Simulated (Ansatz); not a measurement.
Mulliken charges of C2H4BCl (`C=CBCl`) from ωB97M-V/def2-TZVPP in Ansatz (PBE0-D4/def2-TZVP geometry).

```tsv
atom	x (Å)	y (Å)	z (Å)	charge (e)
C1	0.357	1.220	-0.260	-0.138
C2	0.354	0.058	0.401	-0.153
B3	-0.529	-1.094	-0.086	0.020
Cl4	-0.555	-2.628	0.757	-0.122
H5	-0.260	1.360	-1.143	0.110
H6	0.965	2.067	0.045	0.121
H7	0.984	-0.049	1.281	0.104
H8	-1.225	-0.991	-1.050	0.059
```

Question: By hand: the dipole of these point charges (1 e Å = 4.8032 D).

Answer: Σ q r = (0.072, 0.458, -0.169) e Å, of length 0.493 e Å = 2.37 D.

Question: How does the dipole of the full density compare? (Estimate.)

Answer: Computed: (0.114, 0.373, -0.066) e Å, 1.90 D; the point charges give 1.25 times that, at 13° from its direction.

Point charges leave out the atoms' own dipoles, such as those of lone pairs, and Mulliken's split depends on the basis, so the two needn't agree.
